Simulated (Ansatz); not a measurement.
Method: frozen-core CCSD(T)/cc-pVTZ // PBE0-D4/def2-TZVP (Ansatz, a program for electronic structure). The geometry is that of the parent before the electron was removed.

Ansatz 0.2 input:
```yaml
crystal:
  periodic: [false, false, false]
  atoms:
    - { symbol: B, position_ang: [2.055956, -0.021665, 0.797987] }
    - { symbol: N, position_ang: [0.90741, -0.194765, 0.351296] }
    - { symbol: B, position_ang: [-0.382159, -0.460127, -0.191194] }
    - { symbol: N, position_ang: [-1.437934, 0.431969, -0.000049] }
    - { symbol: H, position_ang: [3.135958, 0.145934, 1.22082] }
    - { symbol: H, position_ang: [-0.581588, -1.459506, -0.823834] }
    - { symbol: H, position_ang: [-2.356607, 0.270311, -0.371068] }
    - { symbol: H, position_ang: [-1.341032, 1.287853, 0.519384] }
basis:
  gaussian: { orbitals: cc-pVTZ }
correlation:
  method: ccsd_t
total_charge: 1
magnetization:
  spin_polarized: true
  initial_magnetization: 1
```

Output:

```
Functional definition: HF
1023 factors; integrals over basis functions are off by at most 1.1e-3 eV
mean field evaluation 1: about -4355.5978 eV, gradient 4.4e1 eV
mean field evaluation 2: about -4355.5999 eV, gradient 4.4e1 eV
mean field evaluation 4: about -4364.3447 eV, gradient 3.9e0 eV
mean field evaluation 8: about -4365.0905 eV, gradient 6.9e-1 eV
mean field evaluation 16: about -4355.5925 eV, gradient 4.4e1 eV
mean field evaluation 32: about -4365.0731 eV, gradient 2.0e0 eV
mean field evaluation 64: about -4365.1734 eV, gradient 1.5e0 eV
mean field evaluation 96: about -4365.0543 eV, gradient 2.3e0 eV
mean field evaluation 128: about -4364.8519 eV, gradient 2.7e0 eV
mean field evaluation 160: about -4365.3337 eV, gradient 9.5e-4 eV
mean field evaluation 192: about -4365.2319 eV, gradient 2.7e0 eV
mean field evaluation 224: about -4364.9511 eV, gradient 9.3e-1 eV
mean field evaluation 256: about -4358.1487 eV, gradient 2.5e-3 eV
mean field -4365.33369103 eV, -160.4230542161 hartree, gradient 7.9e-6 eV, S^2 0.773307; 9 other end points of the search recorded, 0 dependent functions left out
determinant -4365.33369103 eV, -160.4230542161 hartree, with singles and doubles -4381.21562936 eV, -161.0067046844 hartree
determinant -4365.10934787 eV, -160.4148097568 hartree, with singles and doubles -4380.97089879 eV, -160.9977110016 hartree
determinant -4364.94294206 eV, -160.4086944562 hartree, with singles and doubles -4381.08883681 eV, -161.0020451442 hartree
determinant -4365.33369103 eV, -160.4230542161 hartree, with singles and doubles -4381.07640119 eV, -161.0015881435 hartree
determinant -4365.10934787 eV, -160.4148097568 hartree, with singles and doubles -4380.81655628 eV, -160.9920390194 hartree
determinant -4364.94294206 eV, -160.4086944562 hartree, with singles and doubles -4381.05205279 eV, -161.0006933563 hartree
4 core orbitals not correlated
reference -4365.33369103 eV, -160.4230542161 hartree; 10, 9 occupied and 162, 163 virtual orbitals, 1023 factors
second order -14.76794798 eV of doubles, -0.00000000 eV of singles
cycle   1  -15.74271285 eV  change   -2.7e-6 eV  update   3.6e-6
perturbative correction -0.69192998 eV, -0.0254279577 hartree
Total energy: -4381.76833386 eV, -161.0270162001 hartree
```

Cost: about 15 core-minutes (a rough figure).
